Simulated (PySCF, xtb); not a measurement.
C₄H₆Si, SMILES [SiH2]1C=CC=C1 (connectivity only; charge and spin as stated), charge +1, multiplicity 2.

Harmonic wavenumbers (cm⁻¹) from GFN2-xTB (xtb) at its own minimum, in rising order: 231, 302, 376, 409, 466, 502, 587, 649, 691, 691, 707, 756, 886, 913, 963, 1038, 1068, 1134, 1201, 1409, 1459, 2331, 2352, 3032, 3041, 3088, 3090.

### Question
What does PBE-D3(BJ)/def2-SVP run with PySCF give at its own minimum? (An estimate is asked for; the answer gives what the named calculation found.)

### Answer
129, 318, 445, 481, 581, 590, 654, 704, 712, 798, 805, 850, 905, 990, 1005, 1062, 1100, 1252, 1326, 1421, 1461, 2205, 2224, 3117, 3126, 3137, 3140. Paired by order, the mean absolute difference is 70 cm⁻¹ and the zero-point energies are 47.7 and 49.4 kcal/mol.
